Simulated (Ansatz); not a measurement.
Question: Name a neutral molecule of Cl, F, Ge, S and H with HOMO–LUMO gap (PBE/def2-TZVPP) between 4.75 and 5.05 eV and HOMO–LUMO gap (PBE0/def2-TZVPP) between 7.20 and 7.50 eV (Ansatz, PBE0-D4/def2-TZVP geometry).

Answer: `[F][GeH]([SH])[Cl]` (4.97 eV, 7.25 eV). Other molecules can fit too; these were computed, each in one conformer that needn't be the lowest.
